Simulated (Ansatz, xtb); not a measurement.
**C4H5FO3: which of two isomers lies lower**

Structure a is `CO[C@]1(F)CC(=O)O1`, a singlet and structure b is `O=C1OCC(F)CO1`, a singlet. Both are isolated molecules in the gas phase, relaxed with r2SCAN-D4/def2-SVP; the shapes shown needn't be the lowest conformers.

a (Å):

```xyz
13

C    -0.7998    0.3190    0.8429
C     0.2417   -1.2518   -0.5385
C     0.2902   -1.9543   -1.8881
C    -0.3536   -3.1009   -1.1197
F     1.4495   -1.0553    0.0577
O    -0.5212   -0.1488   -0.4812
O    -0.7500   -4.1998   -1.3324
O    -0.3665   -2.4198    0.0834
H     0.1247    0.6470    1.3412
H    -1.2817   -0.4756    1.4342
H    -1.4842    1.1674    0.7296
H    -0.3421   -1.5044   -2.6654
H     1.3011   -2.1609   -2.2655
```

b (Å):

```xyz
13

C    -1.8507   -0.9710    0.1590
C     0.2513   -0.0625   -0.7049
C     0.5896   -1.4715   -1.1117
C     0.1202   -2.4101   -0.0329
F    -0.0741   -1.7714   -2.2892
O    -2.9958   -0.8212    0.4587
O    -1.1225    0.0536   -0.3399
O    -1.2458   -2.1722    0.3008
H     0.4093    0.6361   -1.5394
H     0.8891    0.2490    0.1421
H     1.6773   -1.5792   -1.2753
H     0.7489   -2.2932    0.8684
H     0.1787   -3.4556   -0.3690
```

Energies in hartree; the thermal terms are from GFN2-xTB frequencies at re-optimised GFN2-xTB minima (ideal gas, soft modes damped towards free rotors, one conformer each, 298.15 K, 1 atm) and include the zero-point energy:

|  | a | b |
| --- | --- | --- |
| E, CCSD(T)/def2-SVP | −479.360453 | −479.364845 |
| E, MP2/def2-SVP | −479.281147 | −479.284806 |
| E, MP2/def2-TZVPP | −480.184169 | −480.188814 |
| zero-point energy | 0.089357 | 0.091566 |
| H(298 K) − E | 0.097933 | 0.099501 |
| G(298 K) − E | 0.057043 | 0.059603 |

Task: Correct the CCSD(T) difference for the basis set by the MP2 change, then work out ΔE, ΔE₀, ΔH and ΔG for a → b in kJ/mol (1 Eh = 2625.50 kJ/mol) and the equilibrium ratio [b]/[a].

Result: 1. Differences b − a: CCSD(T) −0.004392, MP2 in the small set −0.003659, MP2 in the large set −0.004645 Eh.
2. ΔE = −0.004392 + (−0.004645 − (−0.003659)) = −0.005378 Eh = −14.12 kJ/mol.
3. ΔE₀ = ΔE + ΔZPE = −0.005378 + (+0.002209) Eh = −8.32 kJ/mol.
4. ΔH = ΔE + (+0.001568) Eh = −10.00 kJ/mol.
5. ΔG = ΔE + (+0.002560) Eh = −7.40 kJ/mol, so ΔS = (ΔH − ΔG)/T = −8.7 J/(mol K).
6. kT = 0.9442 mEh, so K = [b]/[a] = exp(−ΔG/kT) = exp(+2.98) ≈ 20.

Structure b is favoured at this temperature. An error of 4 kJ/mol in ΔG would change K by a factor of 5. Mirror images and further conformers aren't counted.

As drawn, both hold the same kinds of bond in the same numbers. Structure a has 1 methyl group, b 0. Structure a has a 4-membered ring, b a 6-membered ring.

Other levels gave ΔE = −54.1 (GFN2-xTB); −10.8 (HF/STO-3G, GFN2-xTB geometries); −15.9 (r2SCAN-D4/def2-SVP//GFN2-xTB); −17.5 (r2SCAN-D4/def2-SVP); −31.1 (HF/def2-SVP); −9.6 (MP2/def2-SVP); −11.5 (CCSD(T)/def2-SVP) kJ/mol. The correlated steps freeze 8 core orbitals. Programs: Ansatz 0.2.0, xtb 6.7.1.
